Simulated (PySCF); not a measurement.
BH3, SMILES B.

Geometry optimised at PBE0-D3(BJ)/def2-TZVPD. The isomer is the one that the SMILES or the coordinates give; other isomers of the formula were not compared.

The numbers are results of r2SCAN/def2-TZVPD (PySCF), not measurements.

The molecule is in vacuum.

Problem. Estimate the frontier levels, gap, dipole moment and polarisability. (The exact figures need the calculation; the answer reports its results.)

Solution. 
```json
{
  "highest_occupied_level": "-8.81 eV",
  "lowest_empty_level": "-2.53 eV",
  "orbital_gap": "6.28 eV",
  "dipole_moment": "0.00 D",
  "quadrupole, principal values (traceless, Buckingham form, about the centre of nuclear charge)": "-1.10, -1.10, 2.20 D·Å",
  "mean_static_polarisability": "17.6 bohr³ (2.61 Å³)",
  "polarisability_principal_values": "14.6, 19.2, 19.2 bohr³"
}
```
